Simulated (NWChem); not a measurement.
System: GeH2S2, singlet; SMILES [SH][Ge][SH]

```xyz
5

Ge     0.0000     0.0000     0.7676
S     -1.6740    -0.0322    -0.7704
H     -2.6455    -0.0511     0.1691
S      1.6740     0.0322    -0.7704
H      2.6455     0.0511     0.1691
```
Atoms are numbered in this order, from 1.

Level: B3LYP/6-31G* (spherical d) (NWChem), optimised geometry, unscaled harmonic frequencies. Low-valent species are run as closed-shell singlets; no triplet was tried in these runs. B3LYP is NWChem's, with the RPA form of VWN correlation.

| frequency (cm⁻¹) | IR intensity (km/mol) |
|---|---|
| 142 | 0.5 |
| 266 | 0.0 |
| 368 | 72.5 |
| 373 | 25.8 |
| 379 | 28.9 |
| 685 | 21.2 |
| 788 | 1.1 |
| 2673 | 6.8 |
| 2673 | 3.8 |

| Property | Value |
|---|---|
| zero-point energy | 11.9 kcal/mol |
| thermal correction to the enthalpy at 298.15 K (with zero-point energy) | 15.8 kcal/mol |
| heat capacity Cv | 15.7 cal/(mol K) |
| entropy at 298.15 K and 1 atm (symmetry number 2) | 74.2 cal/(mol K) |
| dipole moment | 2.45 D |

Rigid rotor and harmonic oscillator.
